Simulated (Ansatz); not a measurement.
`O/C=C(/Cl)[SeH]` + `N=C[SiH2]F` → `N=C[SiH2][SeH]` + `O/C=C(/F)Cl`  (formal exchange of groups at the Se–C bond)

Program: Ansatz. Geometries: PBE0-D4/def2-TZVP. ΔE: electronic, gas phase. CBS: MP2 limit from def2 TZ/QZ plus the TZ coupled-cluster correction, frozen cores. Double bonds are as drawn, so ΔE can hold a change between cis and trans. Functionals use def2-TZVPP. For Se outer-core shells are correlated without core-valence functions, which leaves a few kJ/mol of doubt a bond. Scalar relativity is left out up to krypton. One conformer a species, not always the lowest.

CCSD(T)/CBS gives +25.7 kcal/mol.

Task: Another level gave +22.1 kcal/mol. Which?
A. r2SCAN/def2-TZVPP
B. PBE0-D4/def2-TZVPP
C. HF/def2-TZVPP
D. SCS-MP2/def2-TZVPP

Result: A. r2SCAN 22.1, SCS-MP2/def2-TZVPP 28.0, PBE0-D4 20.6, HF/def2-TZVPP 24.4 kcal/mol.

Largest T1 diagnostic among the species: 0.012.

In def2-TZVPP, CCSD(T) changes the Hartree–Fock value by +1.1 kcal/mol (the triples alone add −0.1 kcal/mol) and MP2 by +3.7 kcal/mol. From PBE to PBE0 (25 % exact exchange), in def2-TZVPP and without D4, ΔE moves by +0.7 kcal/mol.
